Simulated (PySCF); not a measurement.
Compound: C₄H₅FN₂O (charge +1 and doublet state).
Z-matrix (Å and degrees, GFN2-xTB geometry), rows numbered from 1:
```
F 
C   1  1.3428
O   2  1.3965  1  112.22
C   3  1.2930  2  127.66  1     0.54
C   4  1.4362  3  124.70  2   179.62
C   5  1.3789  4  104.47  3  -179.93
N   6  1.3399  5  110.42  4    -0.11
N   7  1.3081  6  108.52  5     0.13
H   2  1.1036  1  109.02  3  -119.93
H   2  1.1038  1  108.99  3   119.95
H   5  1.0714  4  125.98  3    -0.00
H   6  1.0729  5  129.52  4   179.95
H   8  1.0163  4  129.55  3     0.02
```

The hyperfine couplings belong to this conformer and change with its torsions.

The species is `N1[C+]([CH]C=N1)OCF` [radical] (charge +1).

Theory: UKS B3LYP, pcH-1 on C F H N O, non-relativistic, mean-field spin-orbit, GIAO (PySCF). Isolated species at its GFN2-xTB geometry (one conformer only). The geometry wasn't refined by DFT: couplings that depend on bond lengths, twists or pyramidal angles can differ widely from those at the functional's own minimum, by a factor of two or more for some ions and for spin on atoms past the first row. No stability test was run, so a lower SCF solution isn't excluded.

(1) Match the computed a_iso(13C) values -21.7, +15.4, -9.7, +6.9 MHz with the sites C2; C4; C5; C6.

(2) The isotropic 14N couplings are +17.1, -7.5 MHz. Assign them to N7; N8.

(3) The isotropic 1H couplings, averaged over equivalent nuclei, are +41.8, -20.3, +2.3, -0.5 MHz. Assign them to H9/H10; H11; H12; H13.

## Answers

(1) 
```csv
site,a_iso (MHz),ρ(0) (bohr⁻³),position,distance from N7 (Å),spin population,largest |T| (MHz)
C2,-9.7,-0.0086,3 bonds from C5,4.29,-0.01,1.8
C4,+6.9,+0.0062,1 bond from C5,2.21,+0.24,46.0
C5,+15.4,+0.0137,a main spin site,2.23,+0.27,45.2
C6,-21.7,-0.0193,1 bond from N7,1.34,-0.11,12.7
```

(2) 
| site | a_iso (MHz) | ρ(0) (bohr⁻³) | position | distance from N7 (Å) | spin population | largest \|T\| (MHz) |
| --- | --- | --- | --- | --- | --- | --- |
| N7 | +17.1 | +0.0530 | largest spin population | 0.00 | +0.45 | 43.9 |
| N8 | -7.5 | -0.0233 | 1 bond from N7 | 1.31 | -0.06 | 2.7 |

(3) 
```
  site  a_iso (MHz)  ρ(0) (bohr⁻³)                                         position  distance from N7 (Å)  bound to  spin population there  largest |T| (MHz)
H9/H10        +41.8        +0.0094                                  4 bonds from C5                  4.99        C2                  -0.01                4.6
   H11        -20.3        -0.0046                                   1 bond from C5                  3.28        C5                  +0.27               14.4
   H12         +2.3        +0.0005  2 bonds from N7, on C6 of spin population -0.11                  2.09        C6                  -0.11                5.5
   H13         -0.5        -0.0001                                  2 bonds from N7                  2.01        N8                  -0.06                4.1
```

ρ(0) is the spin density at the nucleus and T the dipolar tensor; entries for several nuclei are means. Largest spin populations (Mulliken): N7 (+0.45), C5 (+0.27), C4 (+0.24) and O3 (+0.18). Four atoms exceed +0.15. The positive populations add up to 1.18 and the negative ones to -0.18, together 2S = 1. Main spin sites, with 60 % or more of the largest population: C5, N7; positions count bonds from the nearest.

The spin density at the nucleus, in bohr⁻³, is negative for N8 (-0.0233), C6 (-0.0193) and C2 (-0.0086), for instance. A restricted open-shell determinant has no negative spin density anywhere; here it arises because α and β orbitals differ (spin polarisation).

Means are taken over nuclei equivalent by connectivity, which assumes that they swap fast.

C5, the radical centre as drawn in `FCO[C+]1[CH]C=NN1`, holds a spin population of +0.27 out of 1.
